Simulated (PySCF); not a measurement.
Compound: C₃H₅BF₄.
Bonds: F1–B2, B2–F3, B2–C4, C4–C5, C5–C6, C6–F7, C6–F8. Hydrogens: H9, H10 on C4; H11, H12 on C5; H13 on C6.

Method used: TDDFT wB97X-D/def2-SVPD, vertical, gas phase, core orbitals frozen in the response (PySCF). Isolated species at its PBE0-D3(BJ)/def2-SVP geometry (one conformer only). Torsions of this conformer, `[F:1][B:2]([F:3])[CH2:4][CH2:5][CH:6]([F:7])[F:8]`: F1–B2–C4–C5 -168°, B2–C4–C5–C6 -172°, C4–C5–C6–F7 178°.

| state | E (eV) | λ (nm) | ν̃ (cm⁻¹) | f | main configurations (H = HOMO, L = LUMO) |
| --- | --- | --- | --- | --- | --- |
| S1 | 8.60 | 144.1 | 69390 | 0.012 | H→L+1 (53%), H-2→L+1 (22%), H→L (11%) |
| S2 | 9.26 | 134.0 | 74650 | 0.025 | H→L (66%), H→L+2 (10%), H→L+1 (9%) |
| S3 | 9.69 | 127.9 | 78190 | 0.030 | H-1→L+1 (42%), H-1→L (34%), H→L+2 (9%) |
| S4 | 9.79 | 126.6 | 78970 | 0.026 | H→L+2 (55%), H-2→L (15%), H-1→L+1 (13%) |
| S5 | 9.98 | 124.2 | 80510 | 0.014 | H-1→L+1 (28%), H-1→L (21%), H-3→L+1 (16%) |
| S6 | 10.00 | 124.0 | 80620 | 0.0018 | H-3→L+1 (31%), H-1→L (25%), H-6→L+1 (10%) |
| S7 | 10.15 | 122.2 | 81830 | 0.0034 | H-2→L+1 (27%), H-3→L+1 (19%), H→L+1 (18%) |
| S8 | 10.30 | 120.4 | 83080 | 0.050 | H→L+3 (76%), H→L+6 (10%) |
| S9 | 10.49 | 118.2 | 84570 | 0.089 | H-2→L (32%), H→L+5 (12%), H-6→L+1 (9%) |
| S10 | 10.57 | 117.3 | 85240 | 0.0050 | H-6→L+1 (47%), H→L+4 (10%) |

Triplets, Tamm–Dancoff:

| state | E (eV) | λ (nm) | main configurations (H = HOMO, L = LUMO) |
| --- | --- | --- | --- |
| T1 | 7.84 | 158.1 | H→L+1 (47%), H-2→L+1 (27%), H-1→L+1 (8%) |
| T2 | 9.09 | 136.4 | H→L (61%), H→L+2 (13%) |
| T3 | 9.23 | 134.3 | H-1→L+1 (62%), H-1→L (12%), H-2→L+1 (10%) |
| T4 | 9.52 | 130.2 | H→L+2 (55%), H-2→L (12%) |

The lowest singlet lies at 8.60 eV (144 nm, vacuum ultraviolet) and is weak; its leading configuration is HOMO→LUMO+1 (53%). The strongest level in the table is S9 at 10.49 eV (118 nm, f = 0.089). Löwdin shares by element: HOMO carbon 34% or more, fluorine 28% or more (atoms not listed hold the other 38%); LUMO boron 57%, fluorine 12% or more, carbon 8% or more (atoms not listed hold the other 24%). Weighted by f, the mean energy of these states is 10.04 eV. Orbital energies (eV): HOMO-3 -13.09, HOMO-2 -12.71, HOMO-1 -12.45, HOMO -11.51, LUMO 1.69, LUMO+1 1.98, LUMO+2 2.61. The oscillator strengths of these states sum to 0.255; summed over the whole spectrum of an exact calculation they would give the number of electrons, 64 (Thomas–Reiche–Kuhn). The vertical ionisation energy (ΔSCF) is 11.93 eV, 1.37 eV above S10. Singlets were solved by full linear response, triplets in the Tamm–Dancoff approximation.

Without π bonds the low states are Rydberg-like; a valence basis with one diffuse set may place them up to an eV too high.
